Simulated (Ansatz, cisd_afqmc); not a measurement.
Species: Sn, charge 0, triplet.

Quantity: first ionisation energy (Sn+ (doublet) against Sn (triplet)), in eV. UHF or UKS for unpaired electrons; spin-orbit terms are left out. Correlated methods leave the cores frozen (noble-gas shells, and filled d and f shells in the p block). Past Kr the def2 sets carry scalar-relativistic core potentials. AFQMC is phaseless with a CISD trial state; ± is one standard error, without the phaseless bias. Outlying blocks are dropped, and bars are widened where a walk drifts. Over all cases where full CI ran beside it in this data, AFQMC minus full CI had a median of +0.1 mEh and passed +0.4 mEh in a tenth of the cases. CBS(X,Y): correlation extrapolated as X^-3, Hartree-Fock from the larger set. A bracket is a step between two methods taken in the basis named. Full CI freezes restricted core orbitals, also for open shells; the composite that ends in it estimates full CI at the basis-set limit. For partners of very few electrons the exact lower level stands in for a higher one. Spin-orbit terms, left out, reach several kcal/mol for Br and I, and more for heavier atoms.

| level | program | first ionisation energy (eV) | difference against the last row |
|---|---|---|---|
| HF/def2-QZVPPD | Ansatz | 6.85 | -0.41 |
| PBE/def2-TZVPD | Ansatz | 7.26 | 0.00 |
| wB97M-V/def2-TZVPD | Ansatz | 7.20 | -0.06 |
| B2PLYP/def2-TZVPD | Ansatz | 7.16 | -0.10 |
| MP2/def2-SVPD | Ansatz | 7.08 | -0.18 |
| MP2/def2-TZVPPD | Ansatz | 7.14 | -0.12 |
| CCSD/def2-TZVPPD | Ansatz | 7.18 | -0.08 |
| CCSDT(Q)/def2-SVPD | Ansatz | 7.12 | -0.14 |
| CCSDT(Q)/def2-TZVPPD | Ansatz | 7.21 | -0.05 |
| CCSDTQ/def2-SVPD | Ansatz | 7.12 | -0.14 |
| AFQMC/CISD/def2-TZVPPD | cisd_afqmc | 7.20 ± 0.01 | -0.06 |
| AFQMC/CISD/def2-QZVPPD | cisd_afqmc | 7.23 ± 0.01 | -0.03 |
| CCSD(T)/CBS(def2-TZVPPD,def2-QZVPPD) + [CCSDT(Q) - CCSD(T)]/def2-QZVPPD + [CCSDTQ - CCSDT(Q)]/def2-TZVPPD | Ansatz | 7.26 | 0.00 |
| CCSD(T)/CBS(def2-TZVPPD,def2-QZVPPD) + [CCSDT(Q) - CCSD(T)]/def2-QZVPPD + [FCI - CCSDT(Q)]/def2-TZVPPD | Ansatz | 7.26 | 0.00 |

Ansatz is a quantum-chemistry and plane-wave program.
